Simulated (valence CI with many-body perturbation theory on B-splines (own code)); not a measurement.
## W60+: what the settings do

Calculated by valence CI with perturbative core correlation (CI+MBPT): four valence electrons over a frozen Dirac-Fock core [Ne], a basis of 6 s, 6 p, 5 d, 3 f, 1 g functions for each j, with the one-electron correlation potential Σ1, the two-electron term Σ2, the three-electron term Σ3, Breit, model QED; selected CI, second order for the rest, scaled by the run's own slope (own B-spline code, finite nucleus).

The last digits are not significant, and no measured levels were compared; by estimate large intervals hold to a few tenths of a per cent, small ones and those within an open d or f shell to about a per cent.

The reference run has the lowest level (3s^2 3p1/2^2) J=0 and an ionisation energy of 6586.64 eV. Its largest variational space holds 9998 state functions.

Levels are named by their leading jj configuration (3d3/2^4 stands for four electrons in 3d with j = 3/2), which in mixed levels can hold well under half, so a name can repeat and another be missing.

Changed runs:
A. averaging of valence orbitals over low configurations on → off
B. scale of Σ2 1 → 0
C. orbitals per symmetry with explicit Σ2 and valence Breit (the others get mean screening factors) 5 → 2
D. start configuration 3s2 3p2 → 3s2 4p2 (bad on purpose)

Excitation energies of the reference run in cm⁻¹, and shifts in cm⁻¹:

```csv
Level,Reference,A,B,C
(3s^2 3p1/2 3p3/2) J=1,2805170,+10,-1172,-15
(3s^2 3p1/2 3p3/2) J=2,2880530,+5.2,-932,-47
(3s 3p1/2^2 3p3/2) J=2,4165600,+4.8,-695,-45
(3s 3p1/2^2 3p3/2) J=1,4388860,+26,+1312,+2.1
(3s^2 3p1/2 3d3/2) J=2,4581440,+160,+842,-82
(3s^2 3p1/2 3d3/2) J=1,4934960,+146,+6203,-22
(3s^2 3p1/2 3d5/2) J=2,5393800,+175,+3219,-25
(3s^2 3p1/2 3d5/2) J=3,5403080,+195,+2231,-46
(3s^2 3p3/2^2) J=2,5742700,+10,-2113,-17
(3s^2 3p3/2^2) J=0,5907620,-0.1,-1577,+67
(3s 3p1/2^2 3d3/2) J=1,5975630,+159,+1893,-17
(3s 3p1/2^2 3d3/2) J=2,6035230,+156,+2184,-42
Ionisation energy (eV),6586.64,+0.0012,-0.12,-0.0017
```

Run D: It gave no result: the start configuration must fill the lowest shells above the core. The program said: "4p is not the lowest shell of its kind above the core".
